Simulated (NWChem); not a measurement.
# TlI; SMILES [Tl][I]

All runs: NWChem. Geometry: optimised at PBE0/def2-SVP. def2 effective core potentials on I, Tl; no spin-orbit coupling. Level M06-2X/def2-SVP: energy and gradient on several grids; changes count from the extra-fine grid, which is no exact limit either.

Problem. Which is the coarsest grid (xcoarse; coarse; xfine; fine; medium) from which on the energy stays within 100 μHa and each gradient component within 200 μHa/bohr of xfine?

Solution. xcoarse.
```json
[
 {"grid": "xcoarse", "size of the energy change (μHa)": "30", "largest change of a gradient component (μHa/bohr)": "30"},
 {"grid": "coarse", "size of the energy change (μHa)": "< 10", "largest change of a gradient component (μHa/bohr)": "40"},
 {"grid": "medium", "size of the energy change (μHa)": "< 10", "largest change of a gradient component (μHa/bohr)": "< 30"},
 {"grid": "fine", "size of the energy change (μHa)": "< 10", "largest change of a gradient component (μHa/bohr)": "< 30"},
 {"grid": "xfine", "size of the energy change (μHa)": "< 10", "largest change of a gradient component (μHa/bohr)": "< 30"}
]
```
